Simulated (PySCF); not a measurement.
# Correlation energy of Ta⁺ (tantalum, charge +1)

[Xe] 4f14 5d3 6s1, high-spin 5F determinant. Calculation: PySCF 2.14, in aug-cc-pVTZ-PP with ECP60MDF (6s6p5d3f2g, 88 functions); scalar relativity through the core potential. Frozen: 5s2 5p6; 4 electrons correlated.

| level | correlation energy (mhartree) |
| --- | --- |
| CCSD | -33.38 |
| (T) | -0.50 |
| CCSD(T) | -33.88 |

Diagnostics: T1 = 0.0041, D1 = 0.0091, largest double amplitude 0.018.

Question: Is a single reference adequate?

Answer: Yes, within this model without spin-orbit coupling: T1 lies below 0.03 and no double amplitude reaches 0.07.
